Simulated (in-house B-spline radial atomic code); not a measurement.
Radial electron density of Zn VI (Zn5+), [Ar] 3d7. Level of theory: non-relativistic r2SCAN0, spin-polarised, spherical fractional occupations, exact exchange averaged over the configuration, point nucleus; calculated with an all-electron radial atomic-structure program (B-spline basis).

Columns: r (bohr), 4πr²n(r) (electrons per bohr), bar.

```
 0.00228    1.051 #
 0.00272    1.457 ##
 0.00324    2.004 ##
 0.00387    2.753 ###
 0.00461    3.738 ####
  0.0055    5.044 #####
 0.00655    6.718 #######
 0.00781    8.857 #########
 0.00931    11.51 ############
  0.0111     14.7 ###############
  0.0132    18.34 ###################
  0.0158    22.51 ########################
  0.0188    26.69 ############################
  0.0224    30.65 ################################
  0.0267    33.89 ####################################
  0.0319    35.91 ######################################
   0.038    36.26 ######################################
  0.0453    34.97 #####################################
   0.054    32.56 ##################################
  0.0644    30.14 ################################
  0.0768    29.13 ###############################
  0.0915    30.56 ################################
   0.109    34.36 ####################################
    0.13    39.01 #########################################
   0.155    41.79 ############################################
   0.185    40.34 ##########################################
    0.22    34.52 ####################################
   0.263    26.47 ############################
   0.313    20.47 ######################
   0.374    18.92 ####################
   0.445    21.11 ######################
   0.531    23.55 #########################
   0.633    22.89 ########################
   0.755    18.54 ####################
     0.9    12.42 #############
    1.07    6.915 #######
    1.28    3.075 ###
    1.52    1.154 #
    1.82   0.3283 
    2.17   0.0741 
    2.58  0.01255
```

On this grid the curve has 3 maxima, near 0.038, 0.155, 0.531 bohr.

The 3d down radial function P(r) = rR(r), positive near the nucleus:

```csv
r (bohr),P
0.0158,0.001169
0.0224,0.003125
0.0319,0.00825
0.0453,0.02086
0.0644,0.05045
0.0915,0.1144
0.13,0.2387
0.185,0.4481
0.263,0.7321
0.374,1.014
0.531,1.152
0.755,1.037
1.07,0.716
1.52,0.3519
2.17,0.1051
```
